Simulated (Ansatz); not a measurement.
Species: C₄H₁₀N, net charge 0, doublet state. It need not be the lowest isomer of its formula. 
Geometry from a B3LYP-D3(BJ)/def2-TZVP (Ansatz, an electronic-structure program) optimisation:
SMILES: CC([CH]N)C
```xyz
15

C     -0.5525     1.4004    -0.5378
C     -0.4043    -0.1193    -0.3246
C     -1.7130    -0.7250     0.1849
C      0.7279    -0.4554     0.5909
N      2.0283    -0.2023     0.1459
H      0.3839     1.8381    -0.8852
H     -0.8238     1.8904     0.4006
H     -1.3315     1.6197    -1.2728
H     -0.1854    -0.5638    -1.3067
H     -1.6374    -1.8094     0.2768
H     -2.5408    -0.4921    -0.4876
H     -1.9627    -0.3211     1.1699
H      0.5829    -0.3478     1.6605
H      2.2060    -0.4704    -0.8129
H      2.7618    -0.5316     0.7557
```
Charge 0, spin multiplicity 2.

Basis-set convergence of Hartree-Fock and CCSD correlation energies (hartree) with Ansatz. Correlated levels leave the core frozen unless marked. Open shells are spin-unrestricted. No spin-orbit coupling. Non-relativistic.

| basis | functions | E(HF) | E(corr, CCSD) |
|---|---|---|---|
| cc-pVDZ | 120 | -211.71687 | -0.79380 |
| cc-pVTZ | 290 | -211.77832 | -0.94790 |
| cc-pVQZ | 575 | -211.79290 | -0.99453 |

Extrapolating the two largest sets (X = 3 and 4) as X^-3: E(corr) = (64·(-0.99453) - 27·(-0.94790))/37 = -1.0286 Eh, an estimate of the basis-set limit. The largest set recovers 96.7 % of it, the smallest 77.2 %.
